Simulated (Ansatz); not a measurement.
Consider the redistribution: `[NH2][In]([NH2])[SH]` + `[SeH][SiH2]Br` → `[NH2][In]([SH])[Br]` + `N[SiH2][SeH]`.

Gas-phase electronic energies from Ansatz, PBE0-D4/def2-TZVP geometries. CBS: MP2 limit from def2 TZ/QZ plus the TZ coupled-cluster correction, frozen cores. DFT in def2-TZVPP. B3LYP here is the variant with VWN-RPA as its local correlation; programs differ in this. def2 core potentials past Kr. For Br, In, Se outer-core shells are correlated without core-valence functions, which leaves a few kJ/mol of doubt a bond. Scalar relativity is left out up to krypton. One conformer a species, not always the lowest.

```
           level  ΔE (kJ/mol)
         BLYP-D4        -95.2
       r2SCAN-D4        -99.2
        B3LYP-D4       -100.3
    CAM-B3LYP-D4       -101.3
         ωB97X-V        -97.0
         ωB97M-V        -97.8
            BLYP        -96.0
CCSD(T)/def2-SVP       -105.3
```

What does CCSD(T)/CBS give? (Best estimate.)

Ansatz gave: -92.2 kJ/mol. The listed levels differ from it by -3.0, -7.0, -8.1, -9.1, -4.8, -5.6, -3.8, -13.1 kJ/mol.

Largest T1 diagnostic among the species: 0.014.

At CCSD(T), def2-SVP lies −13.1 kJ/mol from the extrapolated value and def2-TZVPP −2.1 kJ/mol. From BLYP to BHLYP (50 % exact exchange), in def2-TZVPP and without D4, ΔE moves by −12.5 kJ/mol.
